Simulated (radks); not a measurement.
Task: Valence configurations of Ar IV (all share [Ne]). All-electron calculation, non-relativistic Kohn-Sham, PBE, spin-polarised, spherical densities, point nucleus; open shells are filled with parallel spins first. Program: a radial shooting solver on a logarithmic mesh with Libxc functionals. Order these by energy: 3s1.5 3p3.5; 3p5; 3s1 3p4; 3s0.5 3p4.5; 3s2 3p3.

Result: From the lowest, in eV above it: 3s2 3p3 0.000; 3s1.5 3p3.5 7.623; 3s1 3p4 15.244; 3s0.5 3p4.5 24.883; 3p5 33.728. NIST lists [Ne] 3s2 3p3 as the ground configuration; this level of theory agrees among the configurations tried. The energies are those of spherical high-spin densities, not of single terms.
